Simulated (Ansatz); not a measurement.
One change: `[SiH3][N]([SiH3])[GeH3]` becomes `[SiH3]N([SiH3])[Si]Br`.

Ansatz, PBE0-D4/def2-TZVP geometries, multiplicity 1. Each molecule was computed in one conformer, which needn't be the lowest.

Scalar relativity is left out up to krypton.

| property | `[SiH3][N]([SiH3])[GeH3]` |
| --- | --- |
| size of the dipole moment (B3LYP/def2-TZVPP) / D | 0.78 |
| HOMO energy (PBE0/def2-TZVPP) / eV | -7.46 |
| size of the dipole moment (PBE/def2-TZVPP) / D | 0.78 |
| LUMO energy (ωB97M-V/def2-TZVPP) / eV | 1.38 |
| HOMO–LUMO gap (PBE0/def2-TZVPP) / eV | 7.11 |
| HOMO–LUMO gap (ωB97M-V/def2-TZVPP) / eV | 11.09 |

Task: Give the same properties after the change, and the shifts. (Best estimate.)

Result: The calculation gave: 
| property | `[SiH3]N([SiH3])[Si]Br` | shift |
| --- | --- | --- |
| size of the dipole moment (B3LYP/def2-TZVPP) / D | 1.79 | 1.01 |
| HOMO energy (PBE0/def2-TZVPP) / eV | -7.16 | 0.30 |
| size of the dipole moment (PBE/def2-TZVPP) / D | 1.66 | 0.88 |
| LUMO energy (ωB97M-V/def2-TZVPP) / eV | -0.22 | -1.60 |
| HOMO–LUMO gap (PBE0/def2-TZVPP) / eV | 5.02 | -2.09 |
| HOMO–LUMO gap (ωB97M-V/def2-TZVPP) / eV | 9.01 | -2.08 |

With PBE0 the HOMO rises by 0.30 eV and the LUMO falls by 1.79 eV, so the gap narrows by about 2.09 eV. PBE moves the HOMO by 0.07 eV and ωB97M-V by 0.48 eV. Dipoles are sizes alone; their direction can turn.

B3LYP here is the variant with VWN-RPA as its local correlation; programs differ in this.

Spin–orbit coupling is left out; it splits and shifts lone-pair levels of the heavy atoms by tenths of an eV.
